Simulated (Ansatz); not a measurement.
This Ansatz (an electronic-structure program) input (wB97M-V/pcseg-2) gives -100.45836 Eh with 44 basis functions. A basis named .json is the Basis Set Exchange file of that set (core-valence sets with the plain set on hydrogen).

Ansatz 0.2 input:
```yaml
crystal:
  periodic: [false, false, false]
  atoms:
    - {symbol: F, position_ang: [0.95033415, 0.54843545, -0.10254669]}
    - {symbol: H, position_ang: [0.28772715, 0.35643342, 0.53345652]}
basis:
  gaussian:
    orbitals: pcseg-2
hamiltonian:
  xc: {name: wB97M-V}
magnetization: {spin_polarized: false}
```

Change:
```diff
- orbitals: pcseg-2
+ orbitals: pcseg-3.json
```

Task: What does the run give now?

Result: -100.46678 Eh (wB97M-V/pcseg-3, 93 functions), a change of -8.42 mEh.
